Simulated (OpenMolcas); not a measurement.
# Nb3+: moving or changing the point charges

Nb3+ among 4 point charges of -2.5 e arranged as a tetrahedron (Td), 2.15 Å from the ion.
```
   1.2413    1.2413    1.2413  -2.50
   1.2413   -1.2413   -1.2413  -2.50
  -1.2413    1.2413   -1.2413  -2.50
  -1.2413   -1.2413    1.2413  -2.50
```

```
Program             : OpenMolcas 26.06
Method              : CASSCF
Basis               : ANO-RCC-VDZP [6s5p3d1f]
Scalar Hamiltonian  : DKH2, point nucleus
Active space        : 2 electrons in 5 orbitals (4d)
State averaging     : 2S+1 = 3 even, 10 roots; 2S+1 = 1 even, 15 roots
Spin-orbit coupling : RASSI with atomic mean-field integrals over the reference wave functions
```

Runs around this geometry, states (labels of Td). Energies in cm-1 above the lowest state or level, χT in cm3 K/mol; 10Dq and B are least-squares fits to the states below 45000 cm-1, weighted by degeneracy, with a free offset, and given where the rms deviation is under 5 % of |10Dq| (or 100 cm-1) and under 700 cm-1; 10Dq is negative for this site.

```
R (Å)  q (e)  Ground state  First state of that spin   10Dq  B (rms of fit)  First gap with spin-orbit (degeneracies)  χT at 300 K  First state of another spin
 2.15  -1.62           3A2                  3T2 3503  -3459       721 (169)                               3345 (3, 2)        0.554                     1E 10891
 2.15   -2.5           3A2                  3T2 3374                                                      3246 (3, 2)        0.601                     1E 10271
 2.29   -2.5           3A2                  3T2 3273                                                      3110 (3, 2)        0.551                     1E 10669
```

Taking the first state of the same spin as R^-n, n = -ln(3273 / 3374) / ln(2.29 / 2.15) = 0.5 between the shortest and longest distance.

Scaling the charges by -1.62 / -2.5 = 0.65 scales the first state of the same spin by 3503 / 3374 = 1.04; with fixed orbitals a first-order splitting would follow the charge.

Without dynamic correlation the repulsion within the d shell is too large (B by tens of per cent), so at a given field states of lower spin stand too high. This is an electrostatic model: the charges have no orbitals. No measured value stands beside these numbers.
